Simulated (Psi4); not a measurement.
ClO (SMILES [O]Cl), doublet, geometry from GFN2-xTB. Base run: TPSS/def2-SVP run with Psi4.

Geometry (Å):
```xyz
2

Cl     0.0000     0.0000    -0.4928
O      0.0000     0.0000     1.0472
```
Charge 0, spin multiplicity 2.
Orbitals are unrestricted.
All else is at Psi4's defaults (density fitting).
Base energy -535.11996 Eh.

Variants of this job, named by their change:

```json
[
 {"change": "base", "ΔE vs base (µEh)": "0.0", "SCF cycles": "10", "grid points": "41002", "basis functions": "32", "outcome": "converged"},
 {"change": "d_convergence = 1e-8", "ΔE vs base (µEh)": "0.0", "SCF cycles": "12", "grid points": "41002", "basis functions": "32", "outcome": "converged"},
 {"change": "guess = sap", "ΔE vs base (µEh)": "0.0", "SCF cycles": "10", "grid points": "41002", "basis functions": "32", "outcome": "converged"},
 {"change": "guess = sadno", "ΔE vs base (µEh)": "0.0", "SCF cycles": "10", "grid points": "41002", "basis functions": "32", "outcome": "converged"},
 {"change": "e_convergence = 1e-8", "ΔE vs base (µEh)": "0.0", "SCF cycles": "10", "grid points": "41002", "basis functions": "32", "outcome": "converged"},
 {"change": "dft_radial_points = 35", "ΔE vs base (µEh)": "1621", "SCF cycles": "10", "grid points": "19656", "basis functions": "32", "outcome": "converged"},
 {"change": "dft_radial_scheme = multiexp", "ΔE vs base (µEh)": "2.3", "SCF cycles": "10", "grid points": "44760", "basis functions": "32", "outcome": "converged"},
 {"change": "guess = core", "ΔE vs base (µEh)": "0.0", "SCF cycles": "12", "grid points": "41002", "basis functions": "32", "outcome": "converged"},
 {"change": "dft_nuclear_scheme = stratmann", "ΔE vs base (µEh)": "10.8", "SCF cycles": "10", "grid points": "39468", "basis functions": "32", "outcome": "converged"},
 {"change": "scf_initial_accelerator = none", "ΔE vs base (µEh)": "0.0", "SCF cycles": "9", "grid points": "41002", "basis functions": "32", "outcome": "converged"},
 {"change": "soscf = true", "ΔE vs base (µEh)": "-", "SCF cycles": "-", "grid points": "-", "basis functions": "32", "outcome": "stopped with an error"},
 {"change": "df_basis_scf = cc-pvtz-jkfit", "ΔE vs base (µEh)": "-35.6", "SCF cycles": "10", "grid points": "41002", "basis functions": "32", "outcome": "converged"},
 {"change": "dft_pruning_scheme = robust", "ΔE vs base (µEh)": "-0.3", "SCF cycles": "10", "grid points": "27566", "basis functions": "32", "outcome": "converged"}
]
```

Open shells are given as the SCF converged; they aren't shown to be the lowest states, and a large step between rows can be another state.

- soscf = true: ended with `Fatal Error: Vx: UKS does not support rotated V builds for MGGA's`
